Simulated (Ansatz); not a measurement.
Reactions of CH6FNOSi2 (`N=C[Si](O)(F)[SiH3]`).

Computed with Ansatz on PBE0-D4/def2-TZVP structures; ΔE is electronic, products minus reactants. CBS: MP2 limit from def2 TZ/QZ plus the TZ coupled-cluster correction, frozen cores. This one scheme is used for every species, atoms too. Open shells (•) are unrestricted, without spin–orbit coupling. Spin–orbit coupling would lower the free atoms: a little for C, F, O, Si. def2 core potentials past Kr. For I outer-core shells are correlated without core-valence functions, so the limit isn't a true one: a few kJ/mol of doubt a bond, and 10 to 20 or more in all where bonds break to atoms. Each species was taken in one conformer, which may not be the lowest.

```tsv
reaction	HF/CBS(def2) (kcal/mol)
`N=C[Si](O)(F)[SiH3]` → C• + F• + 6 H• + N• + O• + 2 Si•	752.8
`N=C[Si](O)(F)[SiH3]` + `OCS` → `N=CSCO` + `O[SiH](F)[SiH3]`	1.6
`N=C[Si](O)(F)[SiH3]` + H₂O → `O[Si](O)(F)[SiH3]` + `C=N`	-34.1
`N=C[Si](O)(F)[SiH3]` + H–F → `O[Si](F)(F)[SiH3]` + `C=N`	-46.1
`N=C[Si](O)(F)[SiH3]` + BH₃ → `B[Si](O)(F)[SiH3]` + `C=N`	6.4
`N=C[Si](O)(F)[SiH3]` + CH₄ → `C[Si](O)(F)[SiH3]` + `C=N`	-1.8
`N=C[Si](O)(F)[SiH3]` + H₂S → `O[Si](F)([SiH3])S` + `C=N`	-17.2
`N=C[Si](O)(F)[SiH3]` → `N=C[SiH3]` + `O[Si]F`	30.1
`N=C[Si](O)(F)[SiH3]` + H₂ → `O[SiH](F)[SiH3]` + `C=N`	-11.2
`N=C[Si](O)(F)[SiH3]` + HI → `N=CI` + `O[SiH](F)[SiH3]`	9.3
```

(1) Give the CCSD(T)/CBS values in the same order. (An estimate is asked.)

Largest T1 diagnostic: 0.015, for `O[Si]F`.

Results:

(1) The calculation gave: 1062.4, 0.0, -27.6, -37.6, 6.8, 0.0, -16.2, 34.4, -3.6, 9.2 kcal/mol.
